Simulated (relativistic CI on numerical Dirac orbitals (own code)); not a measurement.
**Hyperfine structure of Zr IV, mass number 91**

Method of calculation: Dirac-Coulomb-Breit CI, KLI orbitals optimised for each configuration, QED by a radiative potential, valence Slater integrals scaled by 0.85, P86 correlation energy added to each configuration (own radial code, finite nucleus).

Configuration list (outside the closed core [Ar] 3d10 4s2): 4p⁶4d, 4p⁶5s, 4p⁶5p, 4p⁶4f, 4p⁶6s, 4p⁶5d, 4p⁵4d², 4p⁶6p, 4p⁶6d, 4p⁶7s, 4p⁶5f, 4p⁶5g, 4p⁶7p, 4p⁶7d, 4p⁵4d4f. Double excitations out of closed p, d and f shells are left out; levels of such configurations are missing from the list, as are those of other unlisted configurations, and high levels can miss mixing partners.

Nuclear spin I = 5/2, μ = -1.3022 μN, Q = -0.176 b (tables of Stone and Pyykkö). The electronic factors are computed for point nuclear moments, without core polarisation; leaving it out makes A of s and p electrons in near-neutral atoms 20 to 40 % too small, and it can dominate for d and f shells.

| Level | E (cm⁻¹) | A (MHz) | B (MHz) |
| --- | --- | --- | --- |
| 4p⁶4d ²D3/2 | 0.0 | -267.4 | -56.2 |
| 4p⁶4d ²D5/2 | 1108.2 | -111.6 | -76.9 |
| 4p⁶5s ²S1/2 | 42955.4 | -4833 |  |
| 4p⁶5p ²P°1/2 | 85402.5 | -1110 |  |
| 4p⁶5p ²P°3/2 | 87707.4 | -191.9 | -123 |
| 4p⁶5d ²D3/2 | 148020.4 | -55.74 | -11.8 |
| 4p⁶5d ²D5/2 | 148362.1 | -23.56 | -16.3 |
| 4p⁶6s ²S1/2 | 154127.6 | -1957 |  |

Levels with J = 0, under 50 % of one LS term, or S terms without an open s electron are left out. Small factors come from cancelling terms and can be off by tens of per cent or more.

Correlation outside the listed configurations is missing or only estimated: errors of thousands of cm⁻¹ between configurations and terms are usual at this charge. Rates and lifetimes follow the computed energies and can be off by large factors. The fine structure of a lone outer electron comes out too small, for d and f at times inverted, and misplaced configurations move strength between like terms. 20 of the 31 excited levels that our extract of the measured tables holds in this range could be paired (the sources list more); they are missed by 2511 cm⁻¹ on average and 5648 at most, and levels without a partner can miss by more.

**Question.** Give the hyperfine levels of 4p⁶4d ²D3/2 relative to its centre of gravity.

**Answer.** With K = F(F + 1) − I(I + 1) − J(J + 1), E = AK/2 + B[¾K(K + 1) − I(I + 1)J(J + 1)]/[2I(2I − 1)J(2J − 1)]: F = 1: 1365, F = 2: 874.8, F = 3: 97.77, F = 4: -1017 MHz.

LS names give the leading component of a level, which can be under half, so a name can repeat, a term be missing and a line seem to break the LS rules.
